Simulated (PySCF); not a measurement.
CuI (SMILES [Cu][I]), singlet, at a GFN2-xTB geometry (such geometries of metal compounds can be far from the true shape) (core potentials on Cu, I).

The PySCF input:
```python
from pyscf import gto, scf, dft

mol = gto.Mole()
mol.atom = '''
    Cu   -0.000000   -0.000000   -1.554080
    I     0.000000    0.000000    0.850346
'''
mol.basis = 'lanl2dz'
mol.ecp = {'Cu': 'lanl2dz', 'I': 'lanl2dz'}
mol.charge = 0
mol.spin = 0
mol.verbose = 4
mol.build()

mf = dft.RKS(mol)
mf.xc = 'm062x'
mf = mf.density_fit(auxbasis='def2-universal-jkfit')
mf.kernel()
```

Q: What does this run give for the nuclear repulsion energy, HOMO energy, number of basis functions?

A: 
The nuclear repulsion energy is 29.2713 Eh. The HOMO energy is -7.75 eV and the number of basis functions is 30.
